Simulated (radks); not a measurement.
Values are calculated unless marked as measured or tabulated.
Problem. The potassium ion K4+, [Ne] 3s2 3p3. Code: a radial shooting solver on a logarithmic mesh with Libxc functionals. Model: non-relativistic Kohn-Sham, LDA (Slater exchange, Perdew-Wang correlation), spin-polarised, spherical densities, point nucleus. Every spin shell is full or empty, so the densities are truly spherical. Functionals are evaluated on that one density, not self-consistently. Rank these orbital-free kinetic functionals by their error against the exact value of the orbitals, and give that value: Thomas-Fermi, von Weizsacker, TF + vW/9, TF + vW/5, LC94, APBEK, revAPBEK, Perdew 92, Pearson, LKT, Ernzerhof.

Solution. Exact: 592.051 hartree. From best to worst, with 100 (|E| - |E exact|)/|E exact| (equal figures are ties): Ernzerhof -0.01, LC94 +0.12, APBEK +0.24, revAPBEK +0.57, Perdew 92 -0.58, TF + vW/9 -0.59, Pearson -1.46, TF + vW/5 +4.58, Thomas-Fermi -7.05, LKT +28.98, von Weizsacker -41.82.
